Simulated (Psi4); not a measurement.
A run for Psi4: SAPT0/jun-cc-pV(D+d)Z on C3H8Si (a complex).

```
memory 1800 MB

molecule dimer {
0 1
Si   -0.11372650    0.34635933    0.25170493
H     1.22810016    0.62145495    0.80930205
H    -0.01520119    0.24655025   -1.22423471
H    -1.03985490    1.44551966    0.60097186
H    -0.62711920   -0.93334844    0.78729461
--
0 1
C    -0.42375985    0.95045575    3.81849534
C     0.08142546   -0.24761758    3.83317170
C     0.58647051   -1.44493366    3.83492343
H     0.20283028    1.82340149    3.67640969
H    -1.48726340    1.11514267    3.94692394
H     0.67809623   -2.01427443    2.91705487
H     0.93076899   -1.91104546    4.75074729
units angstrom
symmetry c1
no_reorient
no_com
}

set {
  basis jun-cc-pV(D+d)Z
  scf_type df
  freeze_core true
}

energy('sapt0')
```

Program output:

```
[...]
==> Input File <==

--------------------------------------------------------------------------
memory 1800 MB

molecule dimer {
0 1
Si   -0.11372650    0.34635933    0.25170493
H     1.22810016    0.62145495    0.80930205
H    -0.01520119    0.24655025   -1.22423471
H    -1.03985490    1.44551966    0.60097186
H    -0.62711920   -0.93334844    0.78729461
--
0 1
C    -0.42375985    0.95045575    3.81849534
C     0.08142546   -0.24761758    3.83317170
C     0.58647051   -1.44493366    3.83492343
H     0.20283028    1.82340149    3.67640969
H    -1.48726340    1.11514267    3.94692394
H     0.67809623   -2.01427443    2.91705487
H     0.93076899   -1.91104546    4.75074729
units angstrom
symmetry c1
no_reorient
no_com
}

set {
  basis jun-cc-pV(D+d)Z
  scf_type df
  freeze_core true
}

energy('sapt0')
--------------------------------------------------------------------------


   => Loading Basis Set <=

    Name: JUN-CC-PV(D+D)Z
    Role: ORBITAL
    Keyword: BASIS
    atoms 1         entry SI         line   566 file jun-cc-pv_dpd_z.gbs
    atoms 2-5, 9-12 entry H          line    60 file jun-cc-pv_dpd_z.gbs
    atoms 6-8       entry C          line   188 file jun-cc-pv_dpd_z.gbs

   => Loading Basis Set <=

    Name: JUN-CC-PV(D+D)Z
    Role: ORBITAL
    Keyword: BASIS
    atoms 1         entry SI         line   566 file jun-cc-pv_dpd_z.gbs
    atoms 2-5, 9-12 entry H          line    60 file jun-cc-pv_dpd_z.gbs
    atoms 6-8       entry C          line   188 file jun-cc-pv_dpd_z.gbs


  //>>>>>>>>>>>>>>>>>>>>>>>>>>>>>>>>>>>//
  //              Dimer HF             //
  //<<<<<<<<<<<<<<<<<<<<<<<<<<<<<<<<<<<//

   => Libint2 <=

    Primary   basis highest AM E, G, H:  7, 6, 3
    Auxiliary basis highest AM E, G, H:  7, 7, 4
    Onebody   basis highest AM E, G, H:  -, -, -
    Solid Harmonics ordering:            Gaussian


   => Loading Basis Set <=

    Name: JUN-CC-PV(D+D)Z
    Role: ORBITAL
    Keyword: BASIS
    atoms 1         entry SI         line   566 file jun-cc-pv_dpd_z.gbs
    atoms 2-5, 9-12 entry H          line    60 file jun-cc-pv_dpd_z.gbs
    atoms 6-8       entry C          line   188 file jun-cc-pv_dpd_z.gbs


         ---------------------------------------------------------
                                   SCF
               by Justin Turney, Rob Parrish, Andy Simmonett
                          and Daniel G. A. Smith
                              RHF Reference
                        1 Threads,   1716 MiB Core
         ---------------------------------------------------------

  ==> Geometry <==

    Molecular point group: c1
    Full point group: C1

    Geometry (in Angstrom), charge = 0, multiplicity = 1:

       Center              X                  Y                   Z               Mass
    ------------   -----------------  -----------------  -----------------  -----------------
         SI          -0.113726500000     0.346359330000     0.251704930000    27.976926534650
         H            1.228100160000     0.621454950000     0.809302050000     1.007825032230
         H           -0.015201190000     0.246550250000    -1.224234710000     1.007825032230
         H           -1.039854900000     1.445519660000     0.600971860000     1.007825032230
         H           -0.627119200000    -0.933348440000     0.787294610000     1.007825032230
         C           -0.423759850000     0.950455750000     3.818495340000    12.000000000000
         C            0.081425460000    -0.247617580000     3.833171700000    12.000000000000
         C            0.586470510000    -1.444933660000     3.834923430000    12.000000000000
         H            0.202830280000     1.823401490000     3.676409690000     1.007825032230
         H           -1.487263400000     1.115142670000     3.946923940000     1.007825032230
         H            0.678096230000    -2.014274430000     2.917054870000     1.007825032230
         H            0.930768990000    -1.911045460000     4.750747290000     1.007825032230

  Running in c1 symmetry.

  Rotational constants: A =      0.25345  B =      0.02806  C =      0.02563 [cm^-1]
  Rotational constants: A =   7598.13626  B =    841.35274  C =    768.32769 [MHz]
  Nuclear repulsion =  135.384413704898037

  Charge       = 0
  Multiplicity = 1
  Electrons    = 40
  Nalpha       = 20
  Nbeta        = 20

  ==> Algorithm <==

  SCF Algorithm Type is DF.
  DIIS enabled.
  MOM disabled.
  Fractional occupation disabled.
  Guess Type is SAD.
  Energy threshold   = 1.00e-08
  Density threshold  = 1.00e-08
  Integral threshold = 1.00e-12

  ==> Primary Basis <==

  Basis Set: JUN-CC-PV(D+D)Z
    Blend: JUN-CC-PV(D+D)Z
    Number of shells: 59
    Number of basis functions: 121
    Number of Cartesian functions: 126
    Spherical Harmonics?: true
    Max angular momentum: 2

   => Loading Basis Set <=

    Name: (JUN-CC-PV(D+D)Z AUX)
    Role: JKFIT
    Keyword: DF_BASIS_SCF
    atoms 1         entry SI         line   506 file jun-cc-pvdz-jkfit.gbs
    atoms 2-5, 9
[...]
121A    103.609885

    Final Occupation by Irrep:
              A
    DOCC [    11 ]
    NA   [    11 ]
    NB   [    11 ]

  @DF-RHF Final Energy:  -115.87496224073541

   => Energetics <=

    Nuclear Repulsion Energy =             59.4234127634586358
    One-Electron Energy =                -272.3475109019260572
    Two-Electron Energy =                  97.0491358977320147
    Total Energy =                       -115.8749622407354138

Computation Completed


Properties will be evaluated at   0.000000,   0.000000,   0.000000 [a0]

Properties computed using the SCF density matrix


 Multipole Moments:

 ------------------------------------------------------------------------------------
     Multipole            Electronic (a.u.)      Nuclear  (a.u.)        Total (a.u.)
 ------------------------------------------------------------------------------------

 L = 1.  Multiply by 2.5417464519 to convert [e a0] to [Debye]
 Dipole X            :         -3.3806937            3.3811902            0.0004966
 Dipole Y            :         10.2785736          -10.2788793           -0.0003057
 Dipole Z            :       -159.1407326          159.1351194           -0.0056132
 Magnitude           :                                                    0.0056434

 ------------------------------------------------------------------------------------

  Constructing Basis Sets for SAPT...

   => Loading Basis Set <=

    Name: (JUN-CC-PV(D+D)Z AUX)
    Role: RIFIT
    Keyword: DF_BASIS_SAPT
    atoms 1         entry SI         line   376 file jun-cc-pvdz-ri.gbs
    atoms 2-5, 9-12 entry H          line    30 file jun-cc-pvdz-ri.gbs
    atoms 6-8       entry C          line   100 file jun-cc-pvdz-ri.gbs

   => Loading Basis Set <=

    Name: (JUN-CC-PV(D+D)Z AUX)
    Role: JKFIT
    Keyword: DF_BASIS_ELST
    atoms 1         entry SI         line   506 file jun-cc-pvdz-jkfit.gbs
    atoms 2-5, 9-12 entry H          line    70 file jun-cc-pvdz-jkfit.gbs
    atoms 6-8       entry C          line   146 file jun-cc-pvdz-jkfit.gbs


  //>>>>>>>>>>>>>>>>>>>>>>>>>>>>>>>>>>>//
  //               SAPT0               //
  //<<<<<<<<<<<<<<<<<<<<<<<<<<<<<<<<<<<//



        SAPT0
    Ed Hohenstein
     6 June 2009

      Orbital Information
  --------------------------
    NSO        =       121
    NMO        =       121
    NRI        =       392
    NRI (Elst) =       542
    NOCC A     =         9
    NOCC B     =        11
    FOCC A     =         5
    FOCC B     =         3
    NVIR A     =       112
    NVIR B     =       110

    Elst10,r            =    -0.003157879950 [Eh]
    Exch10              =     0.005727195140 [Eh]
    Exch10 (S^2)        =     0.005704153247 [Eh]

    Maxiter = 50
    CPHF R converge = 1.000000E-08

    Iter     Energy [mEh]          dE [mEh]         Residual      Time [s]
       1      -0.46594547       0.465945466     2.666517e-03             0
       2      -0.55646769       0.090522221     3.574922e-04             0
       3      -0.55620208      -0.000265609     7.899586e-05             0
       4      -0.55565511      -0.000546971     1.173235e-05             0
       5      -0.55576347       0.000108363     2.199601e-06             0
       6      -0.55575305      -0.000010421     3.996814e-07             0
       7      -0.55575312       0.000000067     8.541026e-08             0
       8      -0.55575338       0.000000265     1.091964e-08             0
       9      -0.55575334      -0.000000037     1.252776e-09             1

    CHF Iterations converged

    Maxiter = 50
    CPHF R converge = 1.000000E-08

    Iter     Energy [mEh]          dE [mEh]         Residual      Time [s]
       1      -1.55923470       1.559234695     5.529296e-03             0
       2      -2.01280969       0.453574991     1.072888e-03             0
       3      -2.00545129      -0.007358394     4.344341e-04             0
       4      -2.00139110      -0.004060190     1.178168e-04             0
       5      -2.00174125       0.000350149     4.502314e-05             0
       6      -2.00223615       0.000494900     1.238288e-05             0
       7      -2.00213808      -0.000098073     3.809874e-06             0
       8      -2.00212182      -0.000016261     8.119986e-07             0
       9      -2.00212994       0.000008126     1.867224e-07             0
      10      -2.00212881      -0.000001131     5.666718e-08             0
      11      -2.00212874      -0.000000074     3.042291e-08             0
      12      -2.00212887       0.000000134     7.894799e-09             0

    CHF Iterations converged

    Ind20,r (A<-B)      =    -0.000555753344 [Eh]
    Ind20,r (B<-A)      =    -0.002002128871 [Eh]
    Ind20,r             =    -0.002557882215 [Eh]
    Exch-Ind20,r (A<-B) =     0.000483373615 [Eh]
    Exch-Ind20,r (B<-A) =     0.001779233308 [Eh]
    Exch-Ind20,r        =     0.002262606922 [Eh]
    Disp20              =    -0.003846292899 [Eh]
    Disp20 (SS)         =    -0.001923146449 [Eh]
    Disp20 (OS)         =    -0.001923146449 [Eh]
    Exch-Disp20         =     0.000478127489 [Eh]
    Exch-Disp20 (SS)    =     0.000274919596 [Eh]
    Exch-Disp20 (OS)    =     0.000203207893 [Eh]

    SAPT Results
  --------------------------------------------------------------------------------------------------------
    Electrostatics                 -3.15787995 [mEh]      -1.98159959 [kcal/mol]      -8.29101267 [kJ/mol]
      Elst10,r                     -3.15787995 [mEh]      -1.98159959 [kcal/mol]      -8.29101267 [kJ/mol]

    Exchange                        5.72719514 [mEh]       3.59386921 [kcal/mol]      15.03674877 [kJ/mol]
      Exch10                        5.72719514 [mEh]       3.59386921 [kcal/mol]      15.03674877 [kJ/mol]
      Exch10(S^2)                   5.70415325 [mEh]       3.57941020 [kcal/mol]      14.97625229 [kJ/mol]

    Induction                      -0.76323528 [mEh]      -0.47893737 [kcal/mol]      -2.00387396 [kJ/mol]
      Ind20,r                      -2.55788221 [mEh]      -1.60509532 [kcal/mol]      -6.71571883 [kJ/mol]
      Exch-Ind20,r                  2.26260692 [mEh]       1.41980728 [kcal/mol]       5.94047366 [kJ/mol]
      delta HF,r (2)               -0.46795999 [mEh]      -0.29364933 [kcal/mol]      -1.22862879 [kJ/mol]

    Dispersion                     -3.36816541 [mEh]      -2.11355570 [kcal/mol]      -8.84311706 [kJ/mol]
      Disp20                       -3.84629290 [mEh]      -2.41358523 [kcal/mol]     -10.09844061 [kJ/mol]
      Exch-Disp20                   0.47812749 [mEh]       0.30002953 [kcal/mol]       1.25532355 [kJ/mol]
      Disp20 (SS)                  -1.92314645 [mEh]      -1.20679262 [kcal/mol]      -5.04922031 [kJ/mol]
      Disp20 (OS)                  -1.92314645 [mEh]      -1.20679262 [kcal/mol]      -5.04922031 [kJ/mol]
      Exch-Disp20 (SS)              0.27491960 [mEh]       0.17251465 [kcal/mol]       0.72180130 [kJ/mol]
      Exch-Disp20 (OS)              0.20320789 [mEh]       0.12751488 [kcal/mol]       0.53352225 [kJ/mol]

  Total HF                          1.80607991 [mEh]       1.13333225 [kcal/mol]       4.74186214 [kJ/mol]
  Total SAPT0                      -1.56208550 [mEh]      -0.98022345 [kcal/mol]      -4.10125492 [kJ/mol]

  Special recipe for scaled SAPT0 (see Manual):
    Electrostatics sSAPT0          -3.15787995 [mEh]      -1.98159959 [kcal/mol]      -8.29101267 [kJ/mol]
    Exchange sSAPT0                 5.72719514 [mEh]       3.59386921 [kcal/mol]      15.03674877 [kJ/mol]
    Induction sSAPT0               -0.73570501 [mEh]      -0.46166187 [kcal/mol]      -1.93159325 [kJ/mol]
    Dispersion sSAPT0              -3.36234779 [mEh]      -2.10990509 [kcal/mol]      -8.82784291 [kJ/mol]
  Total sSAPT0                     -1.52873762 [mEh]      -0.95929734 [kcal/mol]      -4.01370006 [kJ/mol]
  --------------------------------------------------------------------------------------------------------



*** Psi4 exiting successfully. Buy a developer a beer!
```

The run finished.

Cost: roughly 7 core-seconds.
